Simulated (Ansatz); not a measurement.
The cluster Zn₅Te₄ (the lowest singlet isomer of a short search), 9 atoms. Hardware: 4 threads of Intel Xeon on a shared host.

In the def2 sets Te takes a core potential; there is no spin–orbit coupling. Correlated methods freeze 61 core orbitals; core or outer-core shells of Te are correlated, in sets that lack core-valence functions.

**Question.** How many basis functions does each of these Ansatz runs have, and roughly what does it cost? PBE-D4/def2-SVP, charge 0 triplet, energy, from earlier orbitals; r2SCAN-D4/def2-SVP, charge 1 doublet at the geometry of the charge 0 singlet, energy, from earlier orbitals; PBE-D4/def2-SVP, charge 0 singlet, relaxation, 33 steps; PBE0-D4/def2-SVP, charge 0 quintet, energy, from earlier orbitals; PBE-D4/def2-SVP, charge 1 doublet at the geometry of the charge 0 singlet, energy, from earlier orbitals; r2SCAN-D4/def2-SVP, charge 0 singlet, energy and forces, from earlier orbitals; r2SCAN-D4/def2-SVP, charge 0 quintet, energy, from earlier orbitals; PBE-D4/def2-SVP, charge -1 doublet at the geometry of the charge 0 singlet, energy, from earlier orbitals; PBE0-D4/def2-SVP, charge 1 doublet at the geometry of the charge 0 singlet, energy; PBE0-D4/def2-SVP, charge -1 doublet at the geometry of the charge 0 singlet, energy; MP2/def2-SVP, charge 0 singlet, energy, from earlier orbitals; PBE-D4/def2-SVP, charge 0 singlet, energy, from earlier orbitals.

**Answer.** Other jobs shared the machine, so times can vary by a factor of up to 3.

```
                                                                                                        run  functions  fitting or Cholesky vectors  wall time  peak host memory (GiB)
                                           PBE-D4/def2-SVP, charge 0 singlet, energy, from earlier orbitals        259                         3070      9.5 s                    0.66
                             r2SCAN-D4/def2-SVP, charge 0 singlet, energy and forces, from earlier orbitals        259                         3070       26 s                    0.74
   PBE-D4/def2-SVP, charge 1 doublet at the geometry of the charge 0 singlet, energy, from earlier orbitals        259                         3070       30 s                    0.76
                                           PBE-D4/def2-SVP, charge 0 triplet, energy, from earlier orbitals        259                         3070       31 s                    0.79
  PBE-D4/def2-SVP, charge -1 doublet at the geometry of the charge 0 singlet, energy, from earlier orbitals        259                         3070       34 s                    0.79
                                              MP2/def2-SVP, charge 0 singlet, energy, from earlier orbitals        259                         2818       38 s                     1.5
                                        r2SCAN-D4/def2-SVP, charge 0 quintet, energy, from earlier orbitals        259                         3070       91 s                       1
                                          PBE0-D4/def2-SVP, charge 0 quintet, energy, from earlier orbitals        259                         2816       98 s                     2.3
r2SCAN-D4/def2-SVP, charge 1 doublet at the geometry of the charge 0 singlet, energy, from earlier orbitals        259                         3070    1.8 min                    0.98
                         PBE0-D4/def2-SVP, charge 1 doublet at the geometry of the charge 0 singlet, energy        259                         2817      2 min                     2.6
                        PBE0-D4/def2-SVP, charge -1 doublet at the geometry of the charge 0 singlet, energy        259                         2819      2 min                     2.7
                                                    PBE-D4/def2-SVP, charge 0 singlet, relaxation, 33 steps        259                         3070    5.7 min                    0.72
```
